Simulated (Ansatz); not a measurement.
Reaction (ligand exchange at the Si–C bond): `C=C[SiH2][NH][GeH3]` + H–F → `F[SiH2][NH][GeH3]` + `C=C`

Gas-phase electronic energies from Ansatz, PBE0-D4/def2-TZVP geometries. CCSD(T)/CBS is the MP2 limit (def2-TZVPP, def2-QZVPP) plus CCSD(T) − MP2 in def2-TZVPP, frozen cores. This one scheme is used for every species. For Ge outer-core shells are correlated without core-valence functions, which leaves a few kJ/mol of doubt a bond. Scalar relativity is left out up to krypton. Each species was taken in one conformer, which may not be the lowest.

```json
{"species": "`C=C[SiH2][NH][GeH3]`", "MP2/def2-QZVPP energy (Eh)": "-2501.09461"}
{"species": "H–F", "MP2/def2-QZVPP energy (Eh)": "-100.36692"}
{"species": "`F[SiH2][NH][GeH3]`", "MP2/def2-QZVPP energy (Eh)": "-2523.09213"}
{"species": "`C=C`", "MP2/def2-QZVPP energy (Eh)": "-78.42544"}
```

Problem. Work out ΔE.

Solution. ΔE = (-2523.09213) + (-78.42544) − (-2501.09461) − (-100.36692) = -0.05604 Eh = -147.1 kJ/mol. CCSD(T)/CBS gives -148.5 kJ/mol.

Largest T1 diagnostic among the species: 0.012.

From BLYP to BHLYP (50 % exact exchange), in def2-TZVPP and without D4, ΔE moves by −3.6 kJ/mol. Leaving LDA and LC-ωPBE aside and taking each functional with its dispersion term where it has one, the values, not all of them listed here, spread over 25.0 kJ/mol, from CAM-B3LYP-D4 to revPBE-D4. LDA lies +4.7 kJ/mol from PBE without D4.
